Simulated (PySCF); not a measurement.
Property card for `O=S(=O)(O)C(F)(F)C(F)(F)F`

Compound: C2HF5O3S.
Numbering: `[O:1]=[S:2](=[O:3])([OH:4])[C:5]([F:6])([F:7])[C:8]([F:9])([F:10])[F:11]` (hydrogens: H12 on O4)

Among its groups: CF3 group and C–F bond.

From GFN2-xTB geometry:

```
Point group of the GFN2-xTB geometry                  : C1
Rotational constants A, B, C of the GFN2-xTB geometry : 1.580, 0.858, 0.798 GHz
```

PBE0/pcSseg-1 ground state and GIAO shieldings, non-relativistic (PySCF):

```
Dipole moment                                               : 2.92 D
HOMO energy                                                 : -9.85 eV
LUMO energy                                                 : -0.18 eV
HOMO–LUMO gap                                               : 9.67 eV
Lowest Hirshfeld atomic charge                              : -0.29 e on O1
Highest Hirshfeld atomic charge                             : +0.52 e on S2
13C chemical shifts (computed TMS as zero) by class         : 126.4 (C8), 122.5 (C5) ppm
1H chemical shifts (computed TMS as zero) by class          : 5.34 (H12) ppm
Isotropic shieldings of nuclei other than C and H, by class : 116 (O1/O3), 156 (O4), 259 (F9/F10/F11), 300 (F6/F7), 211 (S2) ppm
Mayer bond orders between heavy atoms                       : O1–S2 1.82, S2–O3 1.85, S2–O4 0.98, S2–C5 0.76, C5–F6 0.98, C5–F7 0.97, C5–C8 0.86, C8–F9 1.04, C8–F10 1.03, C8–F11 1.01
```

Monoisotopic mass from the formula: 199.9567 u.

The dipole matches unit charges of opposite sign 0.61 Å apart (1 e·Å = 4.8032 D). A dipole of 2.92 D is allowed in C1, and pure rotational transitions are dipole-allowed. The rotational constants make it an asymmetric top with κ = (2B − A − C)/(A − C) = -0.84, nearer the prolate limit (−1). With B = h/(8π²I), that is 505.379 GHz u Å² over I, the principal moments of inertia are 319.9, 588.7 and 633.6 u Å² (most abundant isotopes).

One conformer (not necessarily the lowest) at the GFN2-xTB geometry, without solvent or vibrations. NMR classes are plain means over equivalent atoms (diastereotopic ones count apart unless rotation or inversion swaps them), as if these changed places fast; in this geometry the members of some classes differ.

The values belong to the conformer `[O:1]=[S:2](=[O:3])([OH:4])[C:5]([F:6])([F:7])[C:8]([F:9])([F:10])[F:11]`: O1–S2–C5–F6 157°, S2–C5–C8–F9 -82°, H–O4–S2–O1 -15°.
